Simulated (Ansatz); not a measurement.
`Oc1cc2c3ccccc3c3c4ccccc4c4ccccc4c3c2c2ccccc12` with charge +1. Total charge 1; doublet. Geometry PBE-D4/def2-SVP, that of the neutral singlet.

```xyz
49

O    -1.3978   -4.9842    1.7472
C    -1.0128   -3.7425    1.3476
C     0.0966   -3.5139    0.5569
C     0.4368   -2.2058    0.0954
C     1.6228   -1.9798   -0.7207
C     2.4012   -3.0528   -1.2266
C     3.5332   -2.8365   -2.0059
C     3.9067   -1.5173   -2.3357
C     3.1678   -0.4443   -1.8481
C     2.0328   -0.6332   -1.0082
C     1.1867    0.4777   -0.6000
C     1.6013    1.8786   -0.6387
C     2.9625    2.2617   -0.4824
C     3.3430    3.6009   -0.4278
C     2.3693    4.6152   -0.5214
C     1.0247    4.2671   -0.6283
C     0.6110    2.9135   -0.6768
C    -0.7948    2.5338   -0.7588
C    -1.8054    3.4507   -1.1437
C    -3.1376    3.0603   -1.2511
C    -3.4939    1.7187   -0.9991
C    -2.5217    0.8022   -0.6116
C    -1.1610    1.1853   -0.4531
C    -0.1256    0.1916   -0.1633
C    -0.4011   -1.1076    0.4277
C    -1.4299   -1.3086    1.4396
C    -2.0574   -0.2327    2.1339
C    -3.0369   -0.4557    3.0935
C    -3.4426   -1.7727    3.4167
C    -2.8053   -2.8496    2.8159
C    -1.7790   -2.6379    1.8562
H    -0.7881   -5.6374    1.3569
H     0.7229   -4.3741    0.2783
H     2.0973   -4.0875   -1.0189
H     4.1120   -3.6920   -2.3854
H     4.7659   -1.3321   -2.9982
H     3.4346    0.5705   -2.1684
H     3.7257    1.4855   -0.3407
H     4.4029    3.8603   -0.2837
H     2.6626    5.6749   -0.4749
H     0.2651    5.0615   -0.6414
H    -1.5287    4.4840   -1.3967
H    -3.9016    3.7889   -1.5621
H    -4.5356    1.3877   -1.1270
H    -2.8024   -0.2471   -0.4531
H    -1.7469    0.7972    1.9195
H    -3.4901    0.4027    3.6125
H    -4.2318   -1.9417    4.1649
H    -3.0575   -3.8835    3.0893
```

Single mean-field runs in def2-TZVP are fitted with def2-universal-jkfit.

**Question.** Estimate the α-spin orbital energies around the gap (eV) in Ansatz with PBE-D4/def2-TZVP, PBE0-D4/def2-TZVP, BHLYP-D4/def2-TZVP.

**Answer.** 
```csv
orbital,PBE-D4/def2-TZVP,PBE0-D4/def2-TZVP,BHLYP-D4/def2-TZVP
HOMO−5,-9.82,-10.87,-11.69
HOMO−4,-9.58,-10.61,-11.41
HOMO−3,-9.17,-10.09,-10.77
HOMO−2,-8.77,-9.64,-10.31
HOMO−1,-8.57,-9.39,-9.99
HOMO,-8.33,-9.18,-9.82
LUMO,-5.90,-5.30,-4.50
LUMO+1,-5.60,-4.90,-3.97
LUMO+2,-5.11,-4.31,-3.32
LUMO+3,-5.02,-4.22,-3.24
LUMO+4,-4.60,-3.72,-2.68
LUMO+5,-4.06,-3.12,-2.04
β HOMO,-8.50,-9.25,-9.82
β LUMO,-8.09,-7.71,-7.01
```
